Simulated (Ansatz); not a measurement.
Geometry optimisation, RKS PBE0-D4/def2-SVP (Ansatz 0.2.0).

input.yaml

```yaml
crystal:
  periodic: [false, false, false]
  atoms:
    - { symbol: Al, position_ang: [0.055461, 0.455265, -0.494495] }
    - { symbol: O, position_ang: [-0.047087, 0.338555, 2.466846] }
    - { symbol: Si, position_ang: [-1.371825, -0.255922, 3.311272] }
    - { symbol: H, position_ang: [-2.38057, -0.872825, 2.392536] }
    - { symbol: H, position_ang: [-0.84147, -1.293103, 4.24268] }
    - { symbol: H, position_ang: [-2.03948, 0.839214, 4.081983] }
    - { symbol: H, position_ang: [1.394693, -0.124332, -1.099966] }
    - { symbol: O, position_ang: [-1.413367, -0.367325, -0.732744] }
    - { symbol: Si, position_ang: [-2.68055, -1.403087, -0.926076] }
    - { symbol: H, position_ang: [-2.43412, -2.678611, -0.181459] }
    - { symbol: H, position_ang: [-3.938866, -0.782618, -0.409478] }
    - { symbol: H, position_ang: [-2.866229, -1.724598, -2.376195] }
    - { symbol: H, position_ang: [-0.044318, 1.831912, 0.256609] }
    - { symbol: H, position_ang: [-0.161373, 1.201375, 2.008387] }
basis:
  gaussian: { orbitals: def2-SVP }
hamiltonian:
  xc: pbe0
  dispersion: d4
relax:
  f_tol: 0.03
  max_steps: 50
output:
  orbitals: {}
```

Run as:

```bash
$ ansatz run input.yaml --threads 4 --pin off --max-ram 5120MiB --backend cpu --events-out ev --progress --plain --runs-dir out
```

Problem. Where does it end, and by what steps?

Solution. The run converged. After 30 steps the energy has fallen by 0.908 eV; H5 moved furthest, 1.78 Å. Joined: Al1–O2 (2.97 → 1.93 Å).

| step | energy less start (eV) | largest force component (eV/Å) | accepted |
| --- | --- | --- | --- |
| 0 | 0.0000 | 0.679 | yes |
| 2 | -0.3492 | 1.305 | yes |
| 4 | -0.5944 | 1.169 | yes |
| 6 | -0.6779 | 0.399 | yes |
| 8 | -0.7133 | 0.214 | yes |
| 10 | -0.7360 | 0.156 | yes |
| 12 | -0.7590 | 0.265 | yes |
| 14 | -0.7976 | 0.433 | yes |
| 16 | -0.8229 | 0.113 | yes |
| 18 | -0.8516 | 0.074 | yes |
| 20 | -0.8588 | 0.749 | yes |
| 22 | -0.8894 | 0.162 | yes |
| 24 | -0.8982 | 0.149 | yes |
| 26 | -0.9066 | 0.052 | yes |
| 28 | -0.9075 | 0.040 | yes |
| 30 | -0.9078 | 0.012 | yes |

```xyz
14
Properties=species:S:1:pos:R:3
Al -0.086 0.568 0.033
O -0.269 0.748 1.943
Si -1.535 -0.268 2.616
H -2.912 0.160 2.271
H -1.250 -1.722 2.567
H -1.327 0.142 4.050
H 1.329 -0.107 -0.242
O -1.445 -0.562 0.277
Si -2.514 -1.530 -0.543
H -2.504 -2.906 0.043
H -3.901 -0.982 -0.435
H -2.133 -1.609 -1.986
H -0.470 1.967 -0.625
H 0.246 1.266 2.572
```

Whether the end is a true minimum wasn't checked by a vibrational analysis.

Run time: 57 s on 4 threads of Arm Neoverse V2, on a shared host, peak memory 0.32 GiB.
